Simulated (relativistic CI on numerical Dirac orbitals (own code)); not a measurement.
Ions with 6 electrons, C I to Sc XVI

Method of calculation: Dirac-Coulomb-Breit CI, separate exchange-only KLI orbitals for each configuration, model QED (radiative potential, 1s self-energy scaled to tabulated hydrogen-like ionisation energies), valence Slater integrals scaled by 0.9, P86 correlation energy added to each configuration (own radial code, finite nucleus).

Configurations in the expansion (outside the closed core 1s2): 2s²2p², 2s2p³, 2p⁴, 2p³3s, 2p³3p, 2s²2p3s, 2p³3d. Levels of other configurations are missing.

Energies above each ion's lowest level, in eV. Levels are followed by their leading LS label, which can pass from one level to another where the coupling changes.

```tsv
Ion	2s²2p² ³P0	2s²2p² ³P1	2s²2p² ³P2	2s²2p² ¹D2	2s²2p² ¹S0	2s2p³ ⁵S°2	2s2p³ ³D°3
C I	0	0.001889	0.0049651	1.3794	2.4243	3.6969	8.5404
N II	0	0.0058501	0.015685	1.9556	3.5858	5.3976	11.913
O III	0	0.013802	0.037324	2.5168	4.7286	7.1984	15.304
F IV	0	0.027885	0.075474	3.0795	5.8753	9.0594	18.721
Ne V	0	0.050874	0.13693	3.6535	7.0363	10.973	22.172
Mg VII	0	0.1388	0.36343	4.8701	9.4397	14.98	29.225
Al VIII	0	0.21407	0.54874	5.5334	10.705	17.096	32.857
Si IX	0	0.3194	0.79799	6.2506	12.032	19.311	36.584
P X	0	0.46383	1.1249	7.0383	13.44	21.642	40.429
S XI	0	0.65839	1.5445	7.9172	14.951	24.113	44.418
Cl XII	0	0.9164	2.0729	8.912	16.593	26.75	48.578
Ar XIII	0	1.2535	2.7271	10.053	18.398	29.58	52.942
K XIV	?	?	?	?	?	?	?
Ca XV	0	2.2402	4.4819	12.923	22.648	35.948	62.432
Sc XVI	0	2.9329	5.617	14.741	25.18	39.552	67.64
```

(1) Fill in the row of K XIV.

The lowest level keeps the configuration 2s²2p² and J = 0 throughout.

Between Z = 18 and 21 the energy of 2s²2p² ³P1 follows a local power law Z^5.5. For orientation: electrostatic splittings inside a shell grow about linearly with the screened charge, excitations that change n as its square, and fine structure as its fourth power; written in Z itself the exponents are larger, since the screened charge grows faster in proportion.

The members near neutrality are the least accurate: they can be off by several eV, miss lower levels of configurations outside the list, or start from a wrong lowest level.

## Answers

(1) 2s²2p² ³P0 0, 2s²2p² ³P1 1.688, 2s²2p² ³P2 3.5243, 2s²2p² ¹D2 11.376, 2s²2p² ¹S0 20.402, 2s2p³ ⁵S°2 32.635, 2s2p³ ³D°3 57.547 (eV).
